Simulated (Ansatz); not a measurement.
Reaction (formal exchange of groups at the Al–O bond): `[OH][Al-]1([F])[O]C(C(F)(F)F)=CC(C(F)(F)F)=[O+]1` + CH₄ → `[CH3][Al-]1([F])[O]C(C(F)(F)F)=CC(C(F)(F)F)=[O+]1` + H₂O

Gas-phase electronic energies from Ansatz, PBE0-D4/def2-TZVP geometries. CBS: MP2 limit from def2 TZ/QZ plus the TZ coupled-cluster correction, frozen cores. This one scheme is used for every species. DFT in def2-TZVPP. B3LYP here is the variant with VWN-RPA as its local correlation; programs differ in this. HSE06 is defined as in plane-wave codes. Each species was taken in one conformer, which may not be the lowest.

`[OH][Al-]1([F])[O]C(C(F)(F)F)=CC(C(F)(F)F)=[O+]1`:

Cartesian coordinates in Å:
```
O -0.673 -3.108 0.813
Al -0.934 -1.504 1.256
F -1.842 -1.070 2.561
O 0.666 -0.628 1.346
C 1.079 0.270 0.566
C 2.483 0.785 0.907
F 2.880 1.734 0.064
F 2.490 1.287 2.137
F 3.354 -0.216 0.851
C 0.392 0.798 -0.519
C -0.881 0.332 -0.818
C -1.651 0.917 -2.010
F -0.946 1.853 -2.642
F -2.786 1.461 -1.588
F -1.937 -0.048 -2.876
O -1.516 -0.559 -0.194
H -1.020 -3.869 1.271
H 0.843 1.567 -1.123
```

CH₄:

Cartesian coordinates in Å:
```
C 0.000 0.000 0.000
H 0.392 0.191 -0.998
H 0.234 -1.023 0.293
H -1.081 0.139 -0.002
H 0.454 0.694 0.707
```

`[CH3][Al-]1([F])[O]C(C(F)(F)F)=CC(C(F)(F)F)=[O+]1`:

Z-matrix (Å, degrees):
```
C
Al 1 1.928
H 1 1.094 2 111.3
H 1 1.094 2 112.1 3 -120.3
H 1 1.094 2 111.3 3 119.3
O 2 1.847 1 113.1 3 172.4
F 2 1.655 1 122.7 3 -59.7
O 2 1.847 1 113.1 3 68.2
C 6 1.258 2 126.5 1 -128.1
C 8 1.258 2 126.5 1 128.1
C 9 1.535 6 113.7 2 -174.2
C 9 1.389 6 126.5 2 6.9
C 10 1.535 8 113.7 2 174.3
F 11 1.330 9 109.6 6 -61.2
F 11 1.327 9 109.9 6 58.1
F 11 1.331 9 111.9 6 178.6
H 12 1.077 9 120.1 6 179.9
F 13 1.330 10 109.5 8 61.2
F 13 1.331 10 111.9 8 -178.6
F 13 1.327 10 109.9 8 -58.1
```

H₂O:

```xyz
3

O    -0.185    0.290    0.182
H    -0.079    0.169   -0.764
H     0.264   -0.459    0.581
```

```csv
level,ΔE (kJ/mol),difference from CCSD(T)/CBS
PBE-D4,127.4,-7.5
B3LYP-D4,140.0,5.1
r2SCANh-D4,139.7,4.8
BHLYP-D4,144.7,9.8
r2SCAN0,140.4,5.5
HSE06,131.3,-3.6
HF/def2-SVP,151.5,16.6
HF/def2-TZVPP,153.5,18.6
CCSD(T)/def2-TZVPP,137.3,2.4
MP2/CBS(def2),136.9,2.0
CCSD(T)/CBS,134.9,0
```

Largest T1 diagnostic among the species: 0.015.

In def2-TZVPP, CCSD(T) changes the Hartree–Fock value by −16.3 kJ/mol (the triples alone add −2.3 kJ/mol) and MP2 by −14.4 kJ/mol. Leaving LDA and LC-ωPBE aside and taking each functional with its dispersion term where it has one, the values spread over 17.4 kJ/mol, from PBE-D4 to BHLYP-D4.
